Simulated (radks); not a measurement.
Spherical jellium clusters: N electrons in a uniform positive sphere of charge N and radius rs N^(1/3), rs = 2.3 bohr. Method: non-relativistic Kohn-Sham, exchange-only LDA, spin-polarised, spherical densities; computed with a radial shooting solver with Libxc functionals. Levels are named by radial order and angular momentum (1s, 1p, 1d, 2s, ...), and open shells are averaged over m.

N = 3, configuration 1s2 1p(up 1, down 0). This is the lowest configuration that the search found. Occupied and some empty levels:

level    occupation  eigenvalue (eV)  <r> (bohr)
1s up             1          -5.9980       2.825
1s down           1          -5.2940       2.716
1p up             1          -1.8573       4.561
1p down           0         -0.86854       4.677
2s up             0         -0.44723       9.115

Energy (eV): total 1.38333, kinetic 10.645, external -75.890, Hartree 33.481, exchange-correlation -11.150, background 44.297.

Electron density:

r (bohr)  n(r) (e/bohr^3)
0.342             0.02539
0.723             0.02410
1.10              0.02199
1.49              0.01924
1.87              0.01610
2.25              0.01284
2.63             0.009767
3.01             0.007092
3.39             0.004957
3.77             0.003384
4.15             0.002285
4.53             0.001538
4.91             0.001038
5.29            0.0007033
5.67            0.0004792
6.06            0.0003286
6.44            0.0002267
6.82            0.0001572
7.20            0.0001094
7.58           0.00007646
